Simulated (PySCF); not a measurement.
C4H9FSi, SMILES C1C(C[SiH2]1)(F)C.

Geometry: PBE0-D3(BJ)/def2-SVP. The structure was generated by enumeration, and PubChem lists no compound with its InChIKey, so it may never have been made.

Calculation: PBE/def2-TZVP (PySCF).

Symmetry labels are those of the subgroup Cs that the program uses (full group Cs).

Computed valence orbital energies around the gap with their symmetry:
```tsv
orbital	symmetry	energy (eV)
HOMO−7	A"	-9.94
HOMO−6	A'	-9.11
HOMO−5	A"	-8.99
HOMO−4	A'	-8.64
HOMO−3	A'	-8.04
HOMO−2	A"	-7.54
HOMO−1	A"	-7.03
HOMO	A'	-6.98
LUMO	A"	-0.51
LUMO+1	A'	0.07
LUMO+2	A'	0.46
LUMO+3	A'	0.84
```
